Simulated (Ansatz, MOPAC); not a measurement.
Molecule: Al₂H₄ (charge 0, singlet). SMILES: [AlH2][AlH2]

Atoms: Al1, Al2, H3, H4, H5, H6. Bonds: Al1-Al2, Al1-H3, Al1-H4, Al2-H5, Al2-H6.

Bond lengths (Å) and angles (degrees) optimised at PM6 with MOPAC; B3LYP/6-31G* with Ansatz (a program for electronic structure); MP2/6-31G* with Ansatz, each started from the B3LYP-D3(BJ)/def2-TZVP structure (Ansatz) of the last column. A row stands for all coordinates that are equal there. 6-31G* holds six Cartesian d functions. No wavenumbers were computed at MP2/6-31G*, so these may be saddle points.

| coordinate | PM6 | B3LYP/6-31G* | MP2/6-31G* | B3LYP-D3(BJ)/def2-TZVP |
|---|---|---|---|---|
| Al1-Al2 | 2.100 | 2.592 | 2.593 | 2.589 |
| Al1-H3 | 1.573 | 1.599 | 1.599 | 1.590 |
| Al2-Al1-H3 | 119.7 | 122.1 | 122.0 | 122.0 |
| H3-Al1-H4 | 120.6 | 115.8 | 116.0 | 116.1 |

Mean signed difference of all 5 bond lengths from B3LYP-D3(BJ)/def2-TZVP: PM6 -0.112 Å, B3LYP/6-31G* 0.008 Å, MP2/6-31G* 0.008 Å.
